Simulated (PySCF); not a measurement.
AlI$_{3}$ (SMILES [I][Al]([I])[I]), singlet, at a GFN2-xTB geometry (such geometries of metal compounds can be far from the true shape) (core potentials on I); DF-PBE/def2-SVP in PySCF.

PySCF was given this input:
```python
from pyscf import gto, scf, dft

mol = gto.Mole()
mol.atom = '''
    Al   -0.00000000   -0.00000000   -0.00000000
    I    -2.05711704   -1.44131268   -0.05276184
    I     0.00659413    2.22306763   -1.17039456
    I     2.05052292   -0.78175495    1.22315640
'''
mol.basis = 'def2-svp'
mol.ecp = {'I': 'def2-svp'}
mol.verbose = 4
mol.build()

mf = dft.UKS(mol)
mf.xc = 'pbe'
mf = mf.density_fit(auxbasis='def2-universal-jkfit')
mf.kernel()
```

It wrote (shortened):

```
PySCF version 2.14.0

[INPUT] verbose = 4
[INPUT] num. atoms = 4
[INPUT] num. electrons = 88
[INPUT] charge = 0
[INPUT] spin (= nelec alpha-beta = 2S) = 0
[INPUT] symmetry False subgroup None
[INPUT] Mole.unit = angstrom
[INPUT] Symbol           X                Y                Z      unit          X                Y                Z       unit  Magmom
[INPUT]  1 Al     0.000000000000   0.000000000000   0.000000000000 AA    0.000000000000   0.000000000000   0.000000000000 Bohr   0.0
[INPUT]  2 I     -2.057117040000  -1.441312680000  -0.052761840000 AA   -3.887387811776  -2.723686225063  -0.099705427428 Bohr   0.0
[INPUT]  3 I      0.006594130000   2.223067630000  -1.170394560000 AA    0.012461099730   4.200988977086  -2.211725176081 Bohr   0.0
[INPUT]  4 I      2.050522920000  -0.781754950000   1.223156400000 AA    3.874926730943  -1.477302752023   2.311430603509 Bohr   0.0

nuclear repulsion = 433.378878896226
number of shells = 38
number of NR pGTOs = 219
number of NR cGTOs = 96
basis = def2-svp
ecp = {'I': 'def2-svp'}

******** <class 'pyscf.df.df_jk.DFUKS'> ********
method = DFUKS
initial guess = minao
damping factor = 0
level_shift factor = 0
DIIS = <class 'pyscf.scf.diis.CDIIS'>
diis_start_cycle = 1
diis_space = 8
diis_damp = 0
SCF conv_tol = 1e-09
SCF conv_tol_grad = None
SCF max_cycles = 50
direct_scf = False
number electrons alpha = 44  beta = 44
XC library pyscf.dft.libxc version 7.1.2
    S. Lehtola, C. Steigemann, M. J. T. Oliveira, and M. A. L. Marques,  SoftwareX 7, 1–5 (2018)
XC functionals = pbe
    J. P. Perdew, K. Burke, and M. Ernzerhof,  Phys. Rev. Lett. 77, 3865 (1996)
    J. P. Perdew, K. Burke, and M. Ernzerhof,  Phys. Rev. Lett. 78, 1396 (1997)
    J. P. Perdew, K. Burke, and M. Ernzerhof,  Phys. Rev. Lett. 77, 3865 (1996)
    J. P. Perdew, K. Burke, and M. Ernzerhof,  Phys. Rev. Lett. 78, 1396 (1997)
radial grids:
    Treutler-Ahlrichs [JCP 102, 346 (1995); DOI:10.1063/1.469408] (M4) radial grids

becke partition: Becke, JCP 88, 2547 (1988); DOI:10.1063/1.454033
pruning grids: <function nwchem_prune>
grids dens level: 3
symmetrized grids: False
atomic radii adjust function: <function treutler_atomic_radii_adjust>
small_rho_cutoff = 0
Set gradient conv threshold to 3.16228e-05
tot grids = 85056
init E= -1042.33358745171
cycle= 1 E= -1130.79133590743  delta_E= -88.5  |g|= 3.85  |ddm|= 10.8
cycle= 2 E= -1129.57405773108  delta_E= 1.22  |g|= 3.66  |ddm|= 10.6
cycle= 3 E= -1134.54556598362  delta_E= -4.97  |g|= 0.978  |ddm|= 6.12
cycle= 4 E= -1134.83997709344  delta_E= -0.294  |g|= 0.911  |ddm|= 2.82
cycle= 5 E= -1135.45613237175  delta_E= -0.616  |g|= 0.0709  |ddm|= 1.27
cycle= 6 E= -1135.45909795979  delta_E= -0.00297  |g|= 0.0182  |ddm|= 0.0879
cycle= 7 E= -1135.45938784103  delta_E= -0.00029  |g|= 0.00315  |ddm|= 0.032
cycle= 8 E= -1135.45939509593  delta_E= -7.25e-06  |g|= 0.000375  |ddm|= 0.00415
cycle= 9 E= -1135.45939519167  delta_E= -9.57e-08  |g|= 3.85e-05  |ddm|= 0.000624
cycle= 10 E= -1135.45939519254  delta_E= -8.62e-10  |g|= 2.05e-05  |ddm|= 9.44e-05
Extra cycle  E= -1135.45939519179  delta_E= 7.5e-10  |g|= 3.59e-05  |ddm|= 0.000115
converged SCF energy = -1135.45939519179  <S^2> = -2.8421709e-14  2S+1 = 1
```
